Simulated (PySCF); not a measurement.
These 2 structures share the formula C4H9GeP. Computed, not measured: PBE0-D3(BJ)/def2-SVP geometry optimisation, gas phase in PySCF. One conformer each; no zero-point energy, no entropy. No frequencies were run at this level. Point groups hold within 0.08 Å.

Question: Rank from lowest to highest electronic energy at this level (kcal/mol).
A. `[PH2:1][GeH:2]1[CH2:3][CH:4]=[CH:5][CH2:6]1` with H–P1–Ge2–C3 -67° and -161°
B. `[CH:1]#[C:2][CH2:3][P:4]([CH3:5])[GeH3:6]` with C2–C3–P4–C5 -52°

Answer: A (0.0), B (42.6).

As drawn, the lower has a C=C bond outside aromatic rings, which the higher lacks; the higher has a C≡C bond, which the lower lacks.

```tsv
SMILES	E (Eh)	E rel (kcal/mol)	dipole (D)	point group	A, B, C (MHz)
[PH2][GeH]1[CH2]C=C[CH2]1	-2575.13880	0.0	1.19	–	3613, 1330, 1244
C#CC[P](C)[GeH3]	-2575.07098	42.6	0.91	C1	2205, 1359, 1057
```
